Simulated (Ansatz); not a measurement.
Single points on (CuNH2)2 ring (Cu2N2H4).

```yaml
crystal:
  periodic: [false, false, false]
  atoms:
    - {symbol: Cu, position_ang: [-0.772999, -0.653502, -0.455458]}
    - {symbol: N, position_ang: [-0.913139, 0.141940, 1.346063]}
    - {symbol: Cu, position_ang: [0.772931, 0.653679, 0.455395]}
    - {symbol: N, position_ang: [0.913100, -0.141894, -1.346091]}
    - {symbol: H, position_ang: [-0.895963, -0.456514, 2.175744]}
    - {symbol: H, position_ang: [-1.626480, 0.848553, 1.542667]}
    - {symbol: H, position_ang: [1.626391, -0.848638, -1.542419]}
    - {symbol: H, position_ang: [0.896148, 0.456386, -2.175900]}
basis:
  gaussian: {orbitals: 6-31G}
hamiltonian: {xc: hf}
scf: {omitted_lower_state_checks: [starts]}
output: {orbitals: {seedname: orbitals}}
```

The file start.molden holds the orbitals of an earlier run on this structure, at another level or in another basis.

```sh
$ ansatz run in.yaml --threads 4 --pin off --events-out ev --progress --plain --max-ram 3916MiB
```

It prints (some lines left out):

```
Functional definition: HF
960 factors; integrals over basis functions are off by at most 4.7e-4 eV
mean field evaluation 1: about -92195.6612 eV, gradient 8.0e1 eV
mean field evaluation 2: about -92195.6743 eV, gradient 8.0e1 eV
mean field evaluation 4: about -92205.1551 eV, gradient 7.1e0 eV
mean field evaluation 8: about -92205.3731 eV, gradient 2.4e-1 eV
mean field -92205.37553341 eV, -3388.4850518045 hartree, gradient 1.7e-5 eV, S^2 0.000000; 0 other end points of the search recorded, 0 dependent functions left out
reference -92205.37553341 eV, -3388.4850518045 hartree; 38, 38 occupied and 46, 46 virtual orbitals, 960 factors
Total energy: -92205.37553341 eV, -3388.4850518045 hartree
Checks for a lower state left out: starts
```

It took 0.55 s on 4 threads of Arm Neoverse V2 on a shared host.

First input, but with `hamiltonian: {xc: {name: B3LYP}, dispersion: d4}` (abridged; 1.4 s):

```
Functional definition: B3LYP
mean field evaluation 16: about -92313.3820 eV, gradient 1.6e-4 eV
mean field -92313.38203758 eV, -3392.4542176235 hartree, gradient 9.8e-6 eV, S^2 0.000000
Total energy: -92313.69129395 eV, -3392.4655825854 hartree
Checks for a lower state left out: starts
```

First input, but with `gaussian: {orbitals: def2-TZVP, initial_orbitals: start.molden}`, `hamiltonian: {xc: {text: "exchange = 0.50*pbe_x + 0.50*exact_x\ncorrelation = pbe_c"}}` (abridged; 3.4 s):

```
Functional definition: unnamed
mean field -92312.83139684 eV, -3392.4339819494 hartree, gradient 1.9e-5 eV, S^2 0.000000
Total energy: -92312.83142164 eV, -3392.4339828608 hartree
Checks for a lower state left out: starts
```

As the first input, with `gaussian: {orbitals: def2-SVP, initial_orbitals: start.molden}`, `hamiltonian: {xc: pbe0, dispersion: d4}` (abridged; 1.8 s):

```
Functional definition: PBE0
mean field -92295.81791545 eV, -3391.8087480406 hartree, gradient 3.9e-5 eV, S^2 0.000000
Total energy: -92295.97471911 eV, -3391.8145104686 hartree
Checks for a lower state left out: starts
```

As the first input, with `gaussian: {orbitals: def2-TZVP, initial_orbitals: start.molden}`, `hamiltonian: {xc: pbe0, dispersion: d4}` (abridged; 3.5 s):

```
Functional definition: PBE0
mean field -92312.59030503 eV, -3392.4251219888 hartree, gradient 2.0e-5 eV, S^2 0.000000
Total energy: -92312.74710182 eV, -3392.4308841644 hartree
Checks for a lower state left out: starts
```

As the first input, with `gaussian: {orbitals: def2-TZVP, initial_orbitals: start.molden}`, `hamiltonian: {xc: {text: "exchange = 0.65*pbe_x + 0.35*exact_x\ncorrelation = pbe_c"}}` (abridged; 3.1 s):

```
Functional definition: unnamed
mean field -92312.62974197 eV, -3392.4265712696 hartree, gradient 1.2e-5 eV, S^2 0.000000
Total energy: -92312.62977419 eV, -3392.4265724537 hartree
Checks for a lower state left out: starts
```

As the first input, with `gaussian: {orbitals: def2-TZVPD, initial_orbitals: start.molden}`, `hamiltonian: {xc: pbe0, dispersion: d4}` (abridged; 4 s):

```
Functional definition: PBE0
mean field -92312.67281328 eV, -3392.4281541111 hartree, gradient 8.1e-6 eV, S^2 0.000000
Total energy: -92312.82961613 eV, -3392.4339165095 hartree
Checks for a lower state left out: starts
```

Geometry: r2SCAN-D4/def2-SVP.

The 6-31G sets use Cartesian d functions. B3LYP takes the VWN-RPA correlation.
